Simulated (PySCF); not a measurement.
## Kr+ (krypton, charge +1) across methods

[Ar] 3d10 4s1 4p6, 2S determinant (an excited configuration). Calculation: PySCF 2.14, in aug-cc-pVTZ-PP with ECP10MDF (6s5p4d2f, 55 functions); scalar relativity through the core potential.

| method | E (hartree) | mean ε 4s α (eV) | mean ε 4p α (eV) | mean ε 4p β (eV) | Σ⟨r²⟩ (bohr²) | ⟨S²⟩ |
| --- | --- | --- | --- | --- | --- | --- |
| M06-L | -462.5350 | -36.226 | -21.062 | -19.483 | 31.77 | 0.753 |
| PBE | -462.5177 | -35.269 | -20.597 | -19.692 | 31.96 | 0.751 |
| revPBE | -462.5875 | -35.231 | -20.579 | -19.645 | 31.94 | 0.751 |
| LDA | -461.8893 | -35.469 | -20.692 | -19.879 | 31.95 | 0.751 |
| PBE0 | -462.4653 | -38.158 | -22.343 | -20.843 | 31.96 | 0.752 |
| UHF | -461.06239 | -45.861 | -26.645 | -23.014 | 32.41 | 0.763 |
| r2SCAN | -462.3694 | -36.501 | -21.208 | -19.980 | 31.82 | 0.753 |
| LC-wPBE | -462.5389 | -41.286 | -25.190 | -23.702 | 31.84 | 0.751 |
| M06-2X | -462.6763 | -40.492 | -23.812 | -21.958 | 32.22 | 0.755 |

Energies and moments cover only the electrons outside the core potential.
